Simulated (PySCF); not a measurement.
Planning calculations on `CCN(C)P1C[C@H]1[SiH3]` (22 atoms, 80 electrons) with PySCF and density fitting. Hardware: Arm Neoverse N1, one thread, shared host with 64 logical CPUs at a one-minute load of 45. Times on a shared machine are rough. SCF iterations of a TDDFT job count the ground state alone. Geometry: PBE0-D3(BJ)/def2-SVP.

Compound: C₅H₁₄NPSi.
Geometry (PBE0-D3(BJ)/def2-SVP, Å), atoms numbered from 1 in this order:
```xyz
22
C5H14NPSi angstrom
C     -2.3490    0.9014    0.0552
C     -1.2684    0.4541    1.0342
N     -0.5683   -0.7736    0.6997
C     -1.3707   -1.9747    0.7546
P      0.5566   -0.6725   -0.6347
C      1.9761   -1.5824    0.1327
C      2.0675   -0.1009    0.3127
Si     3.3148    0.9342   -0.6157
H     -3.1446    0.1471   -0.0451
H     -1.9268    1.0808   -0.9464
H     -2.8195    1.8366    0.3955
H     -1.7122    0.3212    2.0383
H     -0.5160    1.2543    1.1404
H     -0.7244   -2.8633    0.6789
H     -2.1433   -2.0587   -0.0371
H     -1.8878   -2.0259    1.7280
H      1.7262   -2.1820    1.0132
H      2.6657   -2.0741   -0.5628
H      1.8054    0.2606    1.3143
H      3.4364    0.4232   -2.0162
H      4.6673    0.8642    0.0241
H      2.8787    2.3634   -0.6488
```

| job | basis functions | grid | SCF iterations | other work |
| --- | --- | --- | --- | --- |
| geometry optimisation, PBE0-D3(BJ)/def2-SVP | 190 | level 1 | 62 | 10 gradients |
| TDDFT, PBE0/def2-SVPD | 280 | level 2 | 13 | 10 singlets, 4 triplets, polarisability, ion SCF |
| NMR shieldings, PBE/pcSseg-1 | 220 | level 2 | 16 | 0 response iterations |
| NMR shieldings and populations, PBE0/pcSseg-1, IEF-PCM acetone | 220 | level 2 | 13 | 5 response iterations, charges and field gradients |
| NMR shieldings and populations, PBE0/pcSseg-1 | 220 | level 2 | 14 | 5 response iterations, charges and field gradients |
| NMR shieldings, PBE0/pcSseg-1, IEF-PCM methanol | 220 | level 2 | 13 | 5 response iterations |

Sort the jobs into tiers of rough cost, cheapest first; a new tier starts where the time jumps by half or more.

- about 70 to 90 core-seconds: NMR shieldings, PBE0/pcSseg-1, IEF-PCM methanol; NMR shieldings and populations, PBE0/pcSseg-1, IEF-PCM acetone; NMR shieldings and populations, PBE0/pcSseg-1; NMR shieldings, PBE/pcSseg-1
- about 280 to 300 core-seconds: TDDFT, PBE0/def2-SVPD; geometry optimisation, PBE0-D3(BJ)/def2-SVP

Within a tier the order means little. Dearest over cheapest: a factor of about 4.

What do these jobs cost together, and what share goes to the dearest?

About 15 core-minutes, of which geometry optimisation, PBE0-D3(BJ)/def2-SVP takes about 35 %.

How much memory did the process hold at its peak in each job?

geometry optimisation, PBE0-D3(BJ)/def2-SVP: 0.84 GiB; NMR shieldings, PBE/pcSseg-1: 0.86 GiB; TDDFT, PBE0/def2-SVPD: 1.1 GiB; NMR shieldings and populations, PBE0/pcSseg-1: 1.1 GiB; NMR shieldings and populations, PBE0/pcSseg-1, IEF-PCM acetone: 1.2 GiB; NMR shieldings, PBE0/pcSseg-1, IEF-PCM methanol: 1.2 GiB.
